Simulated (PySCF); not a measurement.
Solvent effects on NMR parameters

Geometry (Å), atoms numbered from 1 in this order:
```xyz
14

Si   -2.668    0.048    0.171
S    -1.444   -1.052    1.567
C     0.240   -0.501    1.133
C     0.777   -1.182   -0.111
S     2.310   -0.356   -0.674
B     1.842    1.264   -0.092
S     0.393    1.327    0.954
H    -2.161   -0.084   -1.227
H    -2.792    1.488    0.528
H    -3.992   -0.625    0.298
H     0.850   -0.776    2.008
H     0.046   -1.131   -0.931
H     0.995   -2.240    0.094
H     2.469    2.250   -0.371
```

GIAO PBE0/pcSseg-1 in PySCF on one PBE0-D3(BJ)/def2-SVP conformer, non-relativistic, equivalent nuclei averaged. Solvents enter as an IEF-PCM continuum (tetrahydrofuran with ε = 7.4, water with ε = 78.4) around the gas-phase geometry. Shifts are referred to TMS, CS2, BF3·OEt2 computed in the same medium.

Gas phase, δ in ppm: Si1 -62.3, S7 128.5, S5 103.3, S2 -118.2, C3 59.9, C4 47.1, B6 61.4, H14 6.61, H8/H9/H10 4.62, H11 4.44, H13 3.02, H12 2.95. Dipole moment 0.96 D.

**Question.** How does each δ change in the continuum?

**Answer.** 
```csv
atoms,environment,"Δδ, tetrahydrofuran","Δδ, water"
Si1,"silicon bonded to S, 3 H",+0.2,+0.2
S7,"sulfur bonded to C, B, in a 5-membered ring",-6.5,-8.5
S5,"sulfur bonded to C, B, in a 5-membered ring",-5.7,-6.6
S2,"sulfur bonded to C, Si",-7.0,-8.6
C3,sp3 CH bonded to 2 S,+0.7,+1.0
C4,sp3 CH2 bonded to S,+0.5,+0.6
B6,"boron bonded to 2 S, H, in a 5-membered ring",+0.7,+0.9
H14,"hydrogen on a boron bonded to 2 S, in a 5-membered ring",-0.01,-0.01
H8/H9/H10,hydrogen on a silicon bonded to S,+0.01,+0.01
H11,hydrogen on an sp3 CH bonded to 2 S,+0.27,+0.33
H13,hydrogen on an sp3 CH2 bonded to S,+0.27,+0.34
H12,hydrogen on an sp3 CH2 bonded to S,+0.16,+0.21
```

Changes are relative to the gas phase. The dipole moment becomes 1.29 D in tetrahydrofuran, 1.40 D in water.

**Question.** Which nuclei move most (in ppm), and what does the model miss?

**Answer.** S2 (sulfur bonded to C, Si, -8.6 ppm) in water. A continuum only polarises the solute; specific hydrogen bonds, the anisotropy of aromatic solvents and changes of geometry or conformer are outside it.
